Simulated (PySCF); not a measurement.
C4H7NS, SMILES CSC=C=CN. Atoms are numbered in the order given.

```xyz
13

C      2.8755     0.5508     0.5716
S      1.2724    -0.1725     1.0110
C      0.3810     0.1112    -0.5031
C     -0.8771    -0.2133    -0.6952
C     -2.1350    -0.5702    -0.8941
N     -3.2668     0.2290    -0.7579
H      3.5278     0.4196     1.4462
H      3.3284     0.0314    -0.2865
H      2.7871     1.6263     0.3555
H      0.9903     0.5882    -1.2882
H     -2.3519    -1.5793    -1.2769
H     -3.1299     1.0700    -0.2050
H     -4.1083    -0.2716    -0.4908
```

Geometry optimised at r2SCAN-D4/def2-SVP. The structure was generated by enumeration; whether it is a known compound was not checked. Other conformers were not sampled.

Vertical ionisation energy (IE) and electron affinity (EA) in eV. Rows of orbital energies are one-electron estimates. Where ΔSCF, EOM or ADC give a negative EA the extra electron is unbound and the value depends on the basis.

```
level                                          IE     EA
-------------------------------------------  ----  -----
−ε(HOMO), −ε(LUMO), ωB97X/def2-TZVP (PySCF)  8.12  -2.14
−ε(HOMO), −ε(LUMO), PBE/def2-TZVP (PySCF)    4.78   0.84
```
